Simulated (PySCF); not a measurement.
H$_{3}$ClF$_{2}$Si$_{2}$ (SMILES F[Si](F)([SiH3])Cl), singlet, geometry from GFN2-xTB, atoms displaced at random by about 0.08 Å a coordinate.

Input for PySCF:
```python
from pyscf import gto, scf, dft

mol = gto.Mole()
mol.atom = '''
    F    -0.67067139    1.54682961    0.68168243
    Si   -0.15459749    0.19884300    0.16970564
    F    -0.72978463   -0.74337392    1.41665315
    Si    2.01771292   -0.04891800    0.12268992
    Cl   -1.53370948   -0.37010272   -1.31692610
    H     2.47943510   -1.29292668   -0.26375978
    H     2.59761562    0.74523108   -1.04668410
    H     2.68239463    0.42834554    1.43280274
'''
mol.basis = 'sto-3g'
mol.verbose = 4
mol.build()

mf = dft.RKS(mol)
mf.xc = 'tpss'
mf.kernel()
g = mf.nuc_grad_method()
grad = g.kernel()
```

Question: Estimate the nuclear repulsion energy that TPSS/STO-3G, gradient (PySCF) returns for this input.

Answer: 376.1059 Eh

Question: What is the computed HOMO energy (TPSS/STO-3G, gradient)?

Answer: -3.50 eV

Question: What is the computed Mulliken (on the basis functions themselves) charges in atom order (TPSS/STO-3G, gradient)?

Answer: F1 -0.21, Si2 0.74, F3 -0.21, Si4 0.37, Cl5 -0.37, H6 -0.11, H7 -0.12, H8 -0.09

Question: What is the computed HOMO-LUMO gap (TPSS/STO-3G, gradient)?

Answer: 5.57 eV

Question: What is the computed total energy (TPSS/STO-3G, gradient)?

Answer: -1226.1981 Eh
